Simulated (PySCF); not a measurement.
Species: C4H5ClO2S2Si.
Bonds: O1–S2 (double), S2–O3 (double), S2–Cl4, S2–C5, C5–C6 (aromatic), C6–C7 (aromatic), C7–C8 (aromatic), C8–Si9, C8–S10 (aromatic), C5–S10 (aromatic). Hydrogens: H11 on C6; H12 on C7; H13, H14, H15 on Si9.

Probes without a nucleus sit at each ring's centroid and 1 Å off its mean plane on both sides; NICS is minus the shielding there, NICSzz its component along the normal. Level: GIAO PBE0/pcSseg-1 (PySCF, non-relativistic, gas phase) on the GFN2-xTB geometry, one conformer.

Ring bond lengths (Å), with Mayer bond orders in brackets: C5–C6 1.361 (1.46), C6–C7 1.406 (1.30), C7–C8 1.370 (1.55), C8–S10 1.731 (1.17), S10–C5 1.708 (1.14).

What do the NICS probes read (ppm)?

| ring | type | NICS(0) | NICS(1), two faces | NICS(1)zz, two faces | rms pucker (Å) | centre to ring atoms, mean (Å) |
| --- | --- | --- | --- | --- | --- | --- |
| C5–C6–C7–C8–S10 | 5-membered ring with S; formal bonds all aromatic | -12.3 | -11.1 / -11.4 | -24.7 / -25.7 | 0.00 | 1.28 |

What can be read from them?

- C5–C6–C7–C8–S10: mean NICS(1)zz -25.2 ppm, shielded, aromatic by this magnetic criterion (flat ring, no four-coordinate atom).

And the bond-length index? HOMA takes Krygowski's 1993 parameters.

- C5–C6–C7–C8–S10: HOMA 0.86; the largest term is that of C8–S10, α(R − Ropt)² = 0.27. The geometric and the magnetic index point the same way.

At the first NICS(1) probe listed for ring C5–C6–C7–C8–S10, 1 Å off the ring, how large is the induced field along the normal in 1 T applied along it?

NICSzz × B0 = -24.7 ppm × 1 T = -25 μT, against the applied field.

On x86-64 server, one thread, no GPU, shared host, this took 39 s. This is the whole shielding run at PBE0/pcSseg-1, SCF included.

The values belong to the conformer `[O:1]=[S:2](=[O:3])([Cl:4])[c:5]1[cH:6][cH:7][c:8]([SiH3:9])[s:10]1`: O1–S2–C5–C6 22°.
